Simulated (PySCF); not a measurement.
**C₇H₁₂F₂Si: full NMR table**

| Property | Result |
| --- | --- |
| Formula | C7H12F2Si |
| SMILES | C=CC[SiH2]/C(CF)=C(/C)F |
| InChI | InChI=1S/C7H12F2Si/c1-3-4-10-7(5-8)6(2)9/h3H,1,4-5,10H2,2H3/b7-6- |
| Point group of the computed structure | C1 |
| Degrees of unsaturation | 2 |
| Carbon signals | 7 |
| Proton signals | 7 |

Bonds (- single, = double, # triple, : aromatic): C1=C2, C2-C3, C3-Si4, Si4-C5, C5-C6, C6-F7, C5=C8, C8-C9, C8-F10. C1 carries H11, H12; C2 carries H13; C3 carries H14, H15; Si4 carries H16, H17; C6 carries H18, H19; C9 carries H20, H21, H22. Stereochemistry as in C=CC[SiH2]/C(CF)=C(/C)F. H12 is cis to C3; H11 is trans to C3.

[PySCF 2.14: geometry from GFN2-xTB; GIAO PBE0/pcSseg-1 shieldings; relativity neglected; one computed conformer; gas phase; rapidly exchanging positions averaged]

Scale: 1H, 13C, 29Si against TMS; 19F vs CFCl3 (reference shieldings calculated alike).

| carbon | δC, type | δH (multiplicity) | HMBC from (2–3 bonds) | span of the C tensor (ppm) |
| --- | --- | --- | --- | --- |
| C1 | 120.3, CH2 | H11 5.22 (m); H12 5.35 (m) | H13, H14/H15 | 202 |
| C2 | 143.8, CH | 6.28 (m) | H12, H11, H16/H17, H14/H15 | 244 |
| C3 | 23.5, CH2 | 1.92 (m) | H13, H12, H11, H16/H17 | 34 |
| C5 | 110.5, C | – | H18/H19, H16/H17, H20/H21/H22, H14/H15 | 161 |
| C6 | 85.3, CH2 | 5.40 (m) | H16/H17 | 91 |
| C8 | 172.5, C | – | H18/H19, H16/H17, H20/H21/H22 | 166 |
| C9 | 20.9, CH3 | 2.39 (m) | – | 39 |

Other nuclei:
```
  atoms  nucleus                          environment  δ (ppm)  σ (ppm)
H16/H17       1H  hydrogen on a silicon bonded to 2 C     4.18    27.54
    F10      19F                     vinylic fluorine    -60.7    231.7
     F7      19F            fluorine on an sp3 carbon   -247.6    418.6
    Si4     29Si           silicon bonded to 2 C, 2 H    -51.0    400.2
```

1. Carbon types of the structure: 2 × C, 1 × CH, 3 × CH2, 1 × CH3, leaving 2 H on heteroatoms.
2. δC 172.5, 110.5: fully substituted alkene carbon.
3. δC 143.8: alkene CH; an sp2 carbon of a C=C bond.
4. δC 120.3: terminal =CH2 carbon; the olefinic region.
5. δC 85.3: allylic sp3 CH2 bonded to F; the inductive effect lowers its shielding.
6. δC 20.9: allylic methyl carbon; saturated and bonded to C and H only.

Splittings by 19F in the carbon and heteronuclear signals aren't shown, as no couplings were computed. Shifts are as computed. Against solution values, carbons near 30 ppm lie about +3 ppm off and those near 130 ppm about +5 ppm. Of 1309 compounds with measured shifts, 239 miss one by over three times the rms of a fit or turn the order of signals round; such compounds aren't used in these exercises. Unscaled 19F shifts against computed CFCl3 carry errors that often reach 10 to 50 ppm. Multiplicities follow the n + 1 count of equivalent neighbours, as no J values were calculated; m marks all less simple cases, F and P coupling included.
